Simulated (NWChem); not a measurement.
System: MoSOCl$_{2}$; SMILES [Cl][Mo](=[O])(=[S])[Cl]

Here is an NWChem input.

```
start job
memory heap 200 mb stack 900 mb global 1100 mb
geometry units angstroms noautoz
  Mo     0.032613     0.209163     0.000000
  O      0.122045     1.861555     0.000000
  S      2.002709    -0.513864     0.000000
  Cl    -1.001913    -0.478530    -1.878136
  Cl    -1.001913    -0.478530     1.878136
end
basis spherical
  * library def2-svp
end
ecp
  Mo library def2-ecp
end
dft
  xc b3lyp
  iterations 150
  mulliken
end
task dft energy
```

All runs use the structure optimised with PBE0/def2-SVP. B3LYP is NWChem's, with the RPA form of VWN correlation. def2 effective core potentials on Mo; no spin-orbit coupling.

Q: Predict the main results of this run. (B3LYP/def2-SVP with def2 effective core potentials on Mo.) Quantities: energy (Ha); highest occupied level (eV); orbital gap (eV); dipole (D).

A: 
```yaml
energy (Ha): -1461.80
highest occupied level (eV): -8.10
orbital gap (eV): 4.04
dipole (D): 0.87
```
